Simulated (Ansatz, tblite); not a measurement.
Cost and result up the ladder for the cluster PdSe2⁻ (the lowest doublet isomer of a short search) (3 atoms). The state is a doublet with charge -1. Geometry: PBE0-D4/def2-TZVPD.

```xyz
3

Pd   -1.271   -0.579   -0.130
Se    0.276    0.855    1.068
Se    0.995   -0.276   -0.939
```

Ansatz on 4 threads of Arm Neoverse V1 on a shared host; xTB runs through tblite on one thread. Times are rough, summed over both states, and most runs start from the orbitals of an earlier one. PBE-QIDH/def2-TZVPD serves as the yardstick here, not as an exact answer. Differences are given only for rows in sets of like size (and for xTB, whose basis is part of the method), since another set adds its own error. The other state is a quartet at its own geometry.

In the def2 sets Pd takes a core potential; there is no spin–orbit coupling. The xTB rows come from tblite. Correlated methods freeze 18 core orbitals; core or outer-core shells of Pd, Se are correlated, in sets that lack core-valence functions. The rows differ in basis, and correlated rows in double-zeta sets carry the largest basis error. In CCSD on the charge -1 quartet the largest single amplitude is 0.21, so its Hartree–Fock determinant may place the open shell otherwise than the density functionals do. Another isomer (doublet) lies 0.38 eV lower at r2SCAN-D4/def2-TZVPD.

Run but left out: HF/STO-3G (doublet: ⟨S²⟩ 1.77, where a pure state has 0.75).

Correlated methods converge slowly with the basis, most of all in double-zeta sets.

xTB has no spin-polarisation term.

| level | functions | quartet − doublet (eV) | difference from PBE-QIDH/def2-TZVPD (eV) | remarks |
| --- | --- | --- | --- | --- |
| PBE0-D4/def2-TZVPD | 154 | 1.06 | -0.18 | HOMO above zero (quartet) |
| MP2/def2-TZVPD | 154 | 1.24 | 0.00 | – |
| CCSD(T)/def2-SVPD | 116 | 1.00 | – | – |
| r2SCANh-D4/def2-TZVPD (with forces) | 154 | 0.87 | -0.36 | HOMO above zero (doublet), HOMO above zero (quartet) |
| PBE-QIDH/def2-TZVPD | 154 | 1.24 | 0.00 | – |
| PBE-D4/def2-TZVPD | 154 | 0.86 | -0.38 | HOMO above zero (doublet), HOMO above zero (quartet) |
| r2SCAN-D4/def2-TZVPD | 154 | 0.79 | -0.45 | HOMO above zero (doublet), HOMO above zero (quartet) |
| GFN1-xTB | 27 | 3.54 | 2.30 | – |
| BHLYP-D4/def2-TZVPD | 154 | 1.16 | -0.08 | HOMO above zero (quartet) |
| GFN2-xTB | 27 | 3.26 | 2.02 | – |
| CAM-B3LYP-D4/def2-TZVPD | 154 | 1.17 | -0.07 | – |
| BLYP-D4/def2-TZVPD | 154 | 0.90 | -0.34 | HOMO above zero (doublet), HOMO above zero (quartet) |
| RPA@PBE/def2-TZVPD | 154 | 0.86 | -0.37 | – |

**Question.** Estimate how long each takes.

**Answer.** GFN1-xTB 0.006 s; GFN2-xTB 0.006 s; PBE-D4/def2-TZVPD 7.4 s; BLYP-D4/def2-TZVPD 8.9 s; MP2/def2-TZVPD 11 s; RPA@PBE/def2-TZVPD 12 s; PBE0-D4/def2-TZVPD 14 s; CAM-B3LYP-D4/def2-TZVPD 16 s; r2SCAN-D4/def2-TZVPD 17 s; BHLYP-D4/def2-TZVPD 20 s; PBE-QIDH/def2-TZVPD 22 s; r2SCANh-D4/def2-TZVPD (with forces) 23 s; CCSD(T)/def2-SVPD 40 s. On shared hardware such times vary by a factor of up to 3.
